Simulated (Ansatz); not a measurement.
The first iterations of a band of GaH3 + H4Si (9 atoms, charge 0, multiplicity 1).

Computed with Ansatz, RHF/def2-SVP.

- movable images: 9
- climbing image: yes
- spring: 5.0 eV/Å²
- optimiser: quadratic models (default)
- start path: through a guess of the saddle point
- force threshold: 0.05 eV/Å
- iteration limit: 60
- end points: relaxed

First end point:

```xyz
9
Properties=species:S:1:pos:R:3
Ga -0.024 0.751 -0.008
H -0.007 1.446 1.402
H 1.327 0.473 -0.767
H -1.396 0.403 -0.699
Si 0.129 -3.096 1.237
H -0.648 -3.691 0.130
H 1.541 -3.528 1.163
H -0.456 -3.478 2.539
H 0.078 -1.614 1.115
```

Last end point:

```xyz
9
Properties=species:S:1:pos:R:3
Ga -0.155 -0.707 -0.347
H 0.442 1.062 2.017
H 1.094 -0.002 -1.002
H -1.552 0.023 -0.427
Si 0.044 -2.920 0.702
H -0.281 -3.979 -0.290
H 1.421 -3.171 1.202
H -0.894 -3.067 1.846
H 0.425 0.427 2.411
```

| iteration | highest image above the first end (eV) | largest band force component (eV/Å) |
| --- | --- | --- |
| 1 | 3.567 | 3.246 |
| 2 | 3.017 | 2.964 |
| 3 | 2.102 | 1.770 |

**Question.** Does the band converge within its limit, and where does its top end?

**Answer.** The run converged. It ended after 10 iterations with the highest image 2.209 eV above the first end. Neighbouring images differ by up to 1.5 eV, so the band resolves the path poorly. A vibrational analysis at the climbing image gives 2 clearly imaginary modes (1691i, 61i cm⁻¹): a point of higher order, so a lower path passes nearby. The orbitals stay closed-shell, which can raise the energy where a bond breaks towards radicals; this wasn't checked here.

Time of the run: 2.3 min on 1 thread of Arm Neoverse V1, on a shared host, peak memory 0.16 GiB.
